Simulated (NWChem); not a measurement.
Species: CH₃AlClFO; SMILES C[O][Al]([F])[Cl]

```xyz
8

Al     0.2685    -0.1150     0.0000
F      1.9182     0.0191     0.0000
Cl    -0.5723    -2.0129     0.0000
O     -0.7246     1.2268     0.0000
C     -0.7202     2.6172     0.0000
H     -1.2472     3.0025     0.8897
H      0.2995     3.0420     0.0000
H     -1.2472     3.0025    -0.8897
```
Atoms are numbered in this order, from 1.

Level: PBE0/def2-SVP (NWChem), optimised geometry, unscaled harmonic frequencies. 

Question: List the harmonic frequencies with IR intensities, and the thermochemistry.

Answer: 
| frequency (cm⁻¹) | IR intensity (km/mol) |
|---|---|
| 59 | 0.0 |
| 78 | 4.3 |
| 93 | 1.6 |
| 181 | 17.9 |
| 261 | 26.9 |
| 264 | 90.8 |
| 496 | 45.4 |
| 761 | 103.4 |
| 913 | 128.8 |
| 1187 | 12.8 |
| 1190 | 0.1 |
| 1293 | 411.8 |
| 1476 | 2.7 |
| 1479 | 3.2 |
| 1486 | 12.9 |
| 3020 | 84.8 |
| 3107 | 34.9 |
| 3115 | 30.4 |

```
Item                                                                                Value
-----------------------------------------------------------------------  ----------------
zero-point energy                                                           29.2 kcal/mol
thermal correction to the enthalpy at 298.15 K (with zero-point energy)     34.3 kcal/mol
heat capacity Cv                                                         20.5 cal/(mol K)
entropy at 298.15 K and 1 atm (symmetry number 1)                        86.5 cal/(mol K)
dipole moment                                                                      2.02 D
```

Rigid rotor and harmonic oscillator; modes under 100 cm⁻¹ make the entropy uncertain.
